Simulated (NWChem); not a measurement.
Program: NWChem. System: C$_{3}$H$_{9}$Si, charge 1, spin multiplicity 1, at the geometry of a parent with another charge or spin, in a state set for the comparison that need not be this species' ground state. Level: RHF/def2-TZVP.

Job file:

```
start mol
memory heap 200 mb stack 900 mb global 1100 mb
charge 1
geometry units angstroms nocenter noautoz
  C      1.778225     0.408858     0.000000
  Si     0.081184    -0.355768     0.000000
  C     -0.861482     0.139817    -1.562433
  C     -0.861482     0.139817     1.562433
  H      2.333706     0.628527    -0.920148
  H      2.333706     0.628527     0.920148
  H      0.216436    -1.853171     0.000000
  H     -1.845871    -0.354955    -1.601843
  H     -0.304346    -0.151236    -2.468107
  H     -1.025775     1.229152    -1.601659
  H     -0.304346    -0.151236     2.468107
  H     -1.845871    -0.354955     1.601843
  H     -1.025775     1.229152     1.601659
  symmetry group Cs
end
basis spherical
  * library def2-tzvp
end
scf
  rhf
  nopen 0
  maxiter 100
  thresh 1e-7
  semidirect memsize 60000000 filesize 0
end
task scf energy
```

NWChem printed:

```
             Northwest Computational Chemistry Package (NWChem) 7.3.0
             --------------------------------------------------------

                                NWChem Input Module
                                -------------------

 Scaling coordinates for geometry "geometry" by  1.889725989
 (inverse scale =  0.529177249)

 Turning off AUTOSYM since
 SYMMETRY directive was detected!

                             Geometry "geometry" -> ""
                             -------------------------

 Output coordinates in angstroms (scale by  1.889725989 to convert to a.u.)

  No.       Tag          Charge          X              Y              Z
 ---- ---------------- ---------- -------------- -------------- --------------
    1 C                    6.0000     1.77822500     0.40885800     0.00000000
    2 Si                  14.0000     0.08118400    -0.35576800     0.00000000
    3 C                    6.0000    -0.86148200     0.13981700    -1.56243300
    4 C                    6.0000    -0.86148200     0.13981700     1.56243300
    5 H                    1.0000     2.33370600     0.62852700    -0.92014800
    6 H                    1.0000     2.33370600     0.62852700     0.92014800
    7 H                    1.0000     0.21643600    -1.85317100     0.00000000
    8 H                    1.0000    -1.84587100    -0.35495500    -1.60184300
    9 H                    1.0000    -0.30434600    -0.15123600    -2.46810700
   10 H                    1.0000    -1.02577500     1.22915200    -1.60165900
   11 H                    1.0000    -0.30434600    -0.15123600     2.46810700
   12 H                    1.0000    -1.84587100    -0.35495500     1.60184300
   13 H                    1.0000    -1.02577500     1.22915200     1.60165900

 Effective nuclear repulsion energy (a.u.)     164.6138852775

            Nuclear Dipole moment (a.u.)
            ----------------------------
        X                 Y               Z
 ---------------- ---------------- ----------------
     0.0000113384     0.0000094486     0.0000000000

      Symmetry information
      --------------------

 Group name             Cs
 Group number              2
 Group order               2
 No. of unique centers     8

      Symmetry unique atoms

     1    2    3    5    7    8    9   10


 Summary of "ao basis" -> "" (spherical)
 ------------------------------------------------------------------------------
       Tag                 Description            Shells   Functions and Types
 ---------------- ------------------------------  ------  ---------------------
 *                         def2-tzvp                  on all atoms

 Summary of "ao basis" -> "ao basis" (spherical)
 ------------------------------------------------------------------------------
       Tag                 Description            Shells   Functions and Types
 ---------------- ------------------------------  ------  ---------------------
 C                         def2-tzvp                11       31   5s3p2d1f
 Si                        def2-tzvp                13       37   5s5p2d1f
 H                         def2-tzvp                 4        6   3s1p

                                 NWChem SCF Module
                                 -----------------

  ao basis        = "ao basis"
  functions       =   184
  atoms           =    13
  closed shells   =    20
  open shells     =     0
  charge          =   1.00
  wavefunction    = RHF
  use symmetry    = T
  symmetry adapt  = T

 Summary of "ao basis" -> "ao basis" (spherical)
 ------------------------------------------------------------------------------
       Tag                 Description            Shells   Functions and Types
 ---------------- ------------------------------  ------  ---------------------
 C                         def2-tzvp                11       31   5s3p2d1f
 Si                        def2-tzvp                13       37   5s5p2d1f
 H                         def2-tzvp                 4        6   3s1p

      Symmetry analysis of basis
      --------------------------

        a'        106
        a"         78

 Forming initial guess at       0.2s

      Superposition of Atomic Density Guess
      -------------------------------------

 Sum of atomic energies:        -406.34767791

 Renormalizing density from      41.00 to     40

      Non-variational initial energy
      ------------------------------

 Total energy =    -401.887441
 1-e energy   =    -861.106927
 2-e energy   =     294.605601
 HOMO         =      -0.665028
 LUMO         =      -0.451993

      Symmetry analysis of molecular orbitals - initial
      -------------------------------------------------

  Numbering of irreducible representations:

     1 a'          2 a"

  Orbital symmetries:

     1 a'          2 a'          3 a"          4 a'          5 a'
     6 a'          7 a"          8 a'          9 a'         10 a"
    11 a'         12 a'         13 a'         14 a'         15 a"
    16 a"         17 a"         18 a'         19 a"         20 a'
    21 a'         22 a"         23 a'         24 a'         25 a'
    26 a'         27 a"         28 a'         29 a'         30 a"

 Starting SCF solution at       6.9s

 ----------------------------------------------
         Quadratically convergent ROHF

 Convergence threshold     :          1.000E-07
 Maximum no. of iterations :          100
 Final Fock-matrix accuracy:          1.000E-09
 ----------------------------------------------

              iter       energy          gnorm     gmax       time
             ----- ------------------- --------- --------- --------
                 1     -407.3369944179  1.83D+00  4.52D-01      9.7
                 2     -407.4888917845  3.51D-01  7.58D-02     15.2
                 3     -407.5045201774  2.93D-02  1.69D-02     22.4
                 4     -407.5047758298  8.09D-04  2.64D-04     34.3
                 5     -407.5047759199  5.81D-07  1.33D-07     54.8
                 6     -407.5047759199  9.06D-09  3.86D-09     66.9

       Final RHF  results
       ------------------

         Total SCF energy =   -407.504775919869
      One-electron energy =   -878.441906745691
      Two-electron energy =    306.323245548307
 Nuclear repulsion energy =    164.613885277515

        Time for solution =     60.1s

       Symmetry analysis of molecular orbitals - final
       -----------------------------------------------

  Numbering of irreducible representations:

     1 a'          2 a"

  Orbital symmetries:

     1 a'          2 a'          3 a"          4 a'          5 a'
     6 a'          7 a'          8 a"          9 a'         10 a'
    11 a"         12 a'         13 a"         14 a'         15 a'
    16 a"         17 a"         18 a'         19 a'         20 a"
    21 a'         22 a'         23 a"         24 a'         25 a"
    26 a'         27 a'         28 a'         29 a'         30 a'

             Final eigenvalues
             -----------------

              1
    1  -68.9639
    2  -11.6004
    3  -11.3734
    4  -11.3734
    5   -6.3150
    6   -4.4223
    7   -4.4209
    8   -4.4202
    9   -1.2115
   10   -1.1146
   11   -1.0871
   12   -0.8910
   13   -0.8859
   14   -0.7523
   15   -0.7258
   16   -0.7044
   17   -0.7029
   18   -0.6948
   19   -0.6300
   20   -0.6079
   21   -0.2474
   22   -0.0437
   23   -0.0194
   24   -0.0010
   25   -0.0005
   26    0.0285
   27    0.0327
   28    0.0625
   29    0.0716
   30    0.0751

                       ROHF Final Molecular Orbital Analysis
                       -------------------------------------

 Vector   18  Occ=2.000000D+00  E=-6.948000D-01  Symmetry=a'
              MO Center= -5.7D-01, -8.3D-02, -8.7D-12, r^2= 4.2D+00
   Bfn.  Coefficient  Atom+Function         Bfn.  Coefficient  Atom+Function
  ----- ------------  ---------------      ----- ------------  ---------------
     6      0.161064   1 C  px               74      0.158210   3 C  px
   105      0.158210   4 C  px              150     -0.156383   8 H  s
   174     -0.156383  12 H  s                36      0.155083   2 Si s
     9      0.151932   1 C  px

 Vector   19  Occ=2.000000D+00  E=-6.300112D-01  Symmetry=a'
              MO Center= -2.3D-01, -4.6D-01,  9.9D-13, r^2= 3.4D+00
   Bfn.  Coefficient  Atom+Function         Bfn.  Coefficient  Atom+Function
  ----- ------------  ---------------      ----- ------------  ---------------
    47      0.254397   2 Si py              144     -0.209216   7 H  s

 Vector   20  Occ=2.000000D+00  E=-6.078600D-01  Symmetry=a"
              MO Center= -5.6D-01,  8.8D-03,  6.2D-13, r^2= 3.2D+00
   Bfn.  Coefficient  Atom+Function         Bfn.  Coefficient  Atom+Function
  ----- ------------  ---------------      ----- ------------  ---------------
    48      0.294522   2 Si pz               76     -0.212253   3 C  pz
   107     -0.212253   4 C  pz               79     -0.202757   3 C  pz
   110     -0.202757   4 C  pz

 Vector   21  Occ=0.000000D+00  E=-2.473766D-01  Symmetry=a'
              MO Center=  1.6D+00,  3.1D-01,  2.0D-14, r^2= 2.2D+00
   Bfn.  Coefficient  Atom+Function         Bfn.  Coefficient  Atom+Function
  ----- ------------  ---------------      ----- ------------  ---------------
    13      0.392720   1 C  py               10      0.327711   1 C  py
     7      0.299181   1 C  py               12     -0.179875   1 C  px
   145      0.150325   7 H  s

 Vector   22  Occ=0.000000D+00  E=-4.372185D-02  Symmetry=a'
              MO Center=  1.9D+00,  4.3D-01,  9.0D-13, r^2= 6.6D+00
   Bfn.  Coefficient  Atom+Function         Bfn.  Coefficient  Atom+Function
  ----- ------------  ---------------      ----- ------------  ---------------
     5      2.531956   1 C  s               133     -1.389141   5 H  s
   139     -1.389141   6 H  s                49     -1.198878   2 Si px
    73      0.732195   3 C  s               104      0.732195   4 C  s
   157     -0.581389   9 H  s               169     -0.581389  11 H  s
   151     -0.494304   8 H  s               175     -0.494304  12 H  s

 Vector   23  Occ=0.000000D+00  E=-1.937419D-02  Symmetry=a"
              MO Center=  3.8D-01, -7.7D-01, -5.4D-13, r^2= 7.2D+00
   Bfn.  Coefficient  Atom+Function         Bfn.  Coefficient  Atom+Function
  ----- ------------  ---------------      ----- ------------  ---------------
    73      3.275465   3 C  s               104     -3.275465   4 C  s
    51      2.808114   2 Si pz              157     -0.599538   9 H  s
   169      0.599538  11 H  s                80      0.532965   3 C  px
   111     -0.532965   4 C  px              163     -0.491527  10 H  s
   181      0.491527  13 H  s               151     -0.421971   8 H  s

------------------------------------------------------------
EAF file 0: "./mol.aoints.0" size=524288 bytes
------------------------------------------------------------
               write      read    awrite     aread      wait
               -----      ----    ------     -----      ----
     calls:        1        24         0         0         0
   data(b): 5.24e+05  1.26e+07  0.00e+00  0.00e+00
   time(s): 0.00e+00  0.00e+00  0.00e+00  0.00e+00  0.00e+00
rate(mb/s): 0.00e+00  0.00e+00
------------------------------------------------------------

 center of mass
 --------------
 x =   0.03763516 y =  -0.02159973 z =  -0.00000000

 moments of inertia (a.u.)
 ------------------
         344.700128316931         -23.092767469766           0.000000000000
         -23.092767469766         567.901916376332           0.000000000000
           0.000000000000           0.000000000000         320.401837315241

  Mulliken analysis of the total density
  --------------------------------------

    Atom       Charge   Shell Charges
 -----------   ------   -------------------------------------------------------
    1 C    6     5.97   0.86  1.12  0.56  0.84  0.03  1.07  1.22  0.24  0.01  0.03  0.00
    2 Si  14    13.58   2.00  0.58  1.39  0.77  0.48  4.12  1.72  0.54  1.30  0.22  0.16  0.24  0.05
    3 C    6     6.50   0.85  1.12  0.46  0.71  0.07  1.24  1.52  0.46  0.01  0.03  0.00
    4 C    6     6.50   0.85  1.12  0.46  0.71  0.07  1.24  1.52  0.46  0.01  0.03  0.00
    5 H    1     0.74   0.25  0.43  0.04  0.02
    6 H    1     0.74   0.25  0.43  0.04  0.02
    7 H    1     0.93   0.23  0.53  0.16  0.01
    8 H    1     0.82   0.25  0.47  0.08  0.02
    9 H    1     0.85   0.26  0.48  0.09  0.02
   10 H    1     0.85   0.26  0.48  0.09  0.02
   11 H    1     0.85   0.26  0.48  0.09  0.02
   12 H    1     0.82   0.25  0.47  0.08  0.02
   13 H    1     0.85   0.26  0.48  0.09  0.02

       Multipole analysis of the density wrt the origin
       ------------------------------------------------

     L   x y z        total         open         nuclear
     -   - - -        -----         ----         -------
     0   0 0 0      1.000000      0.000000     41.000000

     1   1 0 0      2.111362      0.000000      0.000011
     1   0 1 0      0.577480      0.000000      0.000009
     1   0 0 1      0.000000      0.000000      0.000000

     2   2 0 0    -11.733812      0.000000    171.460956
     2   1 1 0      2.885652      0.000000     14.019238
     2   1 0 1      0.000000      0.000000     -0.000000
     2   0 2 0    -22.268092      0.000000     37.686378
     2   0 1 1     -0.000000      0.000000     -0.000000
     2   0 0 2    -20.760061      0.000000    190.813525

 Task  times  cpu:       67.1s     wall:       67.1s

 Total times  cpu:       67.1s     wall:       67.1s
```
